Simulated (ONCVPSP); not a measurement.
## How hard is this H ONCV potential?

ONCVPSP 4.0.1 input, shortened (lines: element, Z, core and valence counts, functional; n l f; lmax; l rc ep ncon nbas qcut; lloc lpopt rc5 dvloc0; l nproj debl; icmod fcfact rcfact), PBE, non-relativistic:

```
  H 1.00    0    1        4      upf
    1    0    1.00
    0
    0    1.00    0.00    3    6    8.30
    4    5    0.90    0.00
    0    2    3.80
    0    0.00    0.00
```

Q: For each optimised wave give the share of its norm inside rc, the residual kinetic energy above qcut (Ha) and the cutoffs (Ha) for errors of 10, 1, 0.1 and 0.01 mHa per electron.

A:

| wave | norm inside rc | residual KE | 10 mHa | 1 mHa | 0.1 mHa | 0.01 mHa |
| --- | --- | --- | --- | --- | --- | --- |
| 1s | 0.295 | 8.3e-06 | 8.9 | 18.2 | 26.4 | 33.9 |
| s projector 2 | 0.089 | 6.4e-05 | 13.2 | 24.5 | 32.7 | 62.6 |

The occupied waves need 18 Ha and 26 Ha for 1 and 0.1 mHa.
